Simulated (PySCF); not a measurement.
Input for PySCF: R-BP86/6-31G* on CH5BS (SMILES BSC).

```python
from pyscf import gto, scf, dft, mp
from pyscf.data.elements import chemcore

mol = gto.M(
    atom='''
    B     1.56602913   -0.09551319    0.42321641
    S     0.12024947   -1.09033594    0.37669030
    C    -1.24136837    0.03297612   -0.08997026
    H     1.52415803    1.06701732    0.17797595
    H     2.57261662   -0.65628861    0.71248291
    H    -1.69281042   -0.32458149   -1.01334009
    H    -1.99014379    0.02633231    0.69967976
    H    -0.85873067    1.04039350   -0.22993110
    ''',
    basis='6-31g*',
    cart=True,
    charge=0, spin=0, verbose=3, max_memory=1800)
mf = dft.RKS(mol, xc='b88,p86')
mf.conv_tol = 1e-8
mf.max_cycle = 100
mf.kernel()
if not mf.converged:
    mf = mf.newton().run(mf.mo_coeff, mf.mo_occ)
```

**Question.** Give the final energy of this run.

**Answer.** -464.1813 hartree.
